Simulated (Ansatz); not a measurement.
The first iterations of a band of CH2AlClF (6 atoms, charge -1, multiplicity 1).

Computed with RKS BLYP-D4/def2-SVP (Ansatz 0.2.0).

* movable images: 7
* climbing image: yes
* spring: 5.0 eV/Å²
* optimiser: quadratic models (default)
* start path: IDPP
* force threshold: 0.03 eV/Å
* iteration limit: 52
* end points: relaxed

Initial state:

```xyz
6
Properties=species:S:1:pos:R:3
C -0.176 1.088 0.009
Al 0.210 -0.694 0.073
F 1.457 -1.469 0.963
Cl -0.876 -2.287 -1.011
H 0.389 1.861 0.565
H -1.004 1.501 -0.598
```

Final state:

```xyz
6
Properties=species:S:1:pos:R:3
C -0.167 1.090 -0.003
Al 0.205 -0.695 0.080
F 1.451 -1.471 0.970
Cl -0.882 -2.288 -1.002
H -1.001 1.502 -0.603
H 0.393 1.862 0.559
```

| iteration | highest image above the first end (eV) | largest band force component (eV/Å) |
| --- | --- | --- |
| 1 | 0.763 | 0.569 |
| 2 | 0.706 | 0.300 |
| 3 | 0.690 | 0.206 |

**Question.** Does the band converge within its limit, and where does its top end?

**Answer.** It converged. It ended after 11 iterations with the highest image 0.593 eV above the first end. A vibrational analysis at the climbing image gives one clearly imaginary mode, 365i cm⁻¹: a first-order saddle point. Limits of this set-up: an anion without diffuse functions, the dipole of an ion depends on the origin.

The run took 4.1 min on 1 CPU thread of a shared host.
